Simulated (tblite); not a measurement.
Isomers of C9H13F3. Computed with GFN2-xTB (tblite): harmonic, unscaled wavenumbers at the GFN2-xTB geometry, gas phase. This tight-binding method is rough: wavenumbers can miss measured ones by several per cent, in bad cases by 10 to 20. One conformer each.

Electronic energies: GFN2-xTB at the same geometries; isomer energies are rough at this level and their order can be wrong.

```
                            SMILES  electronic energy, lowest = 0 (kcal/mol)
     FC(F)(F)[C@@]12CCCC[C@@H]1CC2                                      10.4
FC(F)[C@@]12CCC[C@@H]1[C@@H](F)CC2                                       0.0
             FC(F)(F)/C1=C\CCCCCC1                                      37.9
```

Task: How do GFN2-xTB zero-point energies change the relative energies?

Result: 
```
                            SMILES  ZPE (kcal/mol)  of it from modes above 1550 cm⁻¹  electronic (kcal/mol)  with ZPE, lowest = 0 (kcal/mol)  lowest mode (cm⁻¹)  rings
FC(F)[C@@]12CCC[C@@H]1[C@@H](F)CC2           129.7                              55.6                    0.0                              0.0                  49      2
     FC(F)(F)[C@@]12CCCC[C@@H]1CC2           129.5                              55.7                   10.4                             10.3                  46      2
             FC(F)(F)/C1=C\CCCCCC1           128.6                              58.2                   37.9                             36.9                  30      1
```

The zero-point energies span 1.1 kcal/mol, from `FC(F)(F)/C1=C\CCCCCC1` to `FC(F)[C@@]12CCC[C@@H]1[C@@H](F)CC2`. The order is unchanged.

Task: What do entropy and thermal enthalpy add at 298.15 K and 1 bar (rigid rotor, harmonic oscillator, one conformer each)?

Result: 
| SMILES | point group | symmetry number | S (cal/(mol K)) | H − H(0) (kcal/mol) | ZPE + H − H(0) − TS (kcal/mol) |
| --- | --- | --- | --- | --- | --- |
| FC(F)[C@@]12CCC[C@@H]1[C@@H](F)CC2 | C1 | 1 | 102.3 | 7.34 | 106.5 |
| FC(F)(F)[C@@]12CCCC[C@@H]1CC2 | C1 | 1 | 101.1 | 7.31 | 106.7 |
| FC(F)(F)/C1=C\CCCCCC1 | C1 | 1 | 103.4 | 7.61 | 105.4 |
